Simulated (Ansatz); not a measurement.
Stepwise reaction of `O[SiH2]S` with water, as a gas-phase model of exchange steps in deposition or etching. ΔE in kJ/mol; ΔG adds harmonic PBE0-D4 terms to CCSD(T)/CBS, at 1 bar.

Gas-phase electronic energies from Ansatz, PBE0-D4/def2-TZVP geometries. CBS: MP2 limit from def2 TZ/QZ plus the TZ coupled-cluster correction, frozen cores. This one scheme is used for every species. DFT in def2-TZVPP. B3LYP here is the variant with VWN-RPA as its local correlation; programs differ in this. One conformer a species, not always the lowest.

| step | reaction | PBE-D4 | B3LYP-D4 | ωB97M-V | CCSD(T)/CBS | ΔG(400 K) |
| --- | --- | --- | --- | --- | --- | --- |
| 1 | `O[SiH2]S` + H₂O → `O[SiH](O)S` + H₂ | -83.5 | -89.5 | -90.6 | -87.3 | -89.7 |

(1) Give the row of step 2, `O[SiH](O)S` + H₂O → `O[Si](O)(O)S` + H₂. (An estimate is asked.)

(2) By hand: ΔE of the 2 steps together at CCSD(T)/CBS.

Answers

(1) The calculation gave: 
```
step                                  reaction  PBE-D4  B3LYP-D4  ωB97M-V  CCSD(T)/CBS  ΔG(400 K)
   2  `O[SiH](O)S` + H₂O → `O[Si](O)(O)S` + H₂   -93.6    -100.7   -101.9        -97.8      -94.5
```

(2) (-87.3) + (-97.8) = -185.1 kJ/mol, or -92.5 kJ/mol a step.

In ΔE each step is lower than the one before. All are downhill at CCSD(T)/CBS. ΔG lies between -94.5 and -89.7 kJ/mol a step. PBE-D4 differs from CCSD(T)/CBS by 3.8 to 4.2 kJ/mol a step. Isolated molecules leave out the surface, adducts and barriers. Largest T1 diagnostic: 0.011.
